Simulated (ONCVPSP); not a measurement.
# Er: ONCV pseudisation with LDA (Perdew-Zunger), scalar-relativistic reference atom.

Er, optimised norm-conserving Vanderbilt (ONCV), made with ONCVPSP 4.0.1 (LDA (Perdew-Zunger), scalar-relativistic). Core [Kr] 4d10, reference 4f12 5s2 5p6 6s1 (charge +1). Waves: 5s+6s: rc 2.15 bohr, ncon 5, nbas 10, qcut 6.1 1/bohr, 2 projectors; 5p: rc 2.05 bohr, ncon 3, nbas 6, qcut 7.6 1/bohr, 1 projector; d scattering state at 0.24 Ha: rc 1.65 bohr, ncon 4, nbas 9, qcut 6.3 1/bohr, 2 projectors, debl 1.2 Ha; 4f: rc 1.05 bohr, ncon 5, nbas 9, qcut 18.4 1/bohr, 2 projectors, debl 0.6 Ha. Local part: polynomial inside 0.95 bohr (lpopt 5, dvloc0 2 Ha). Core correction: Teter function, fcfact 6, rcfact 1.45.

In the d channel the program set the typed energies aside and used 0.050, 1.250 Ha.

* Cutoffs needed: 138 Ha and 153 Ha (the cutoffs (Ha) at which the residual kinetic energy of the hardest occupied pseudo-wave falls to 1 and 0.1 mHa per electron)
* Ghost test: ghosts flagged at negative energy: s at -103.2 eV; GHOST(+) flagged for p at 4.1 eV; a true bound ghost makes a file unfit for plane-wave use
* Configuration tests: tests left out (the all-electron energies of this program are off by 10 to 40 meV for near-neutral 4f atoms)
* rms error of d²Exc/dni dnj: 5.84 mHa without and 2.10 mHa with the model core
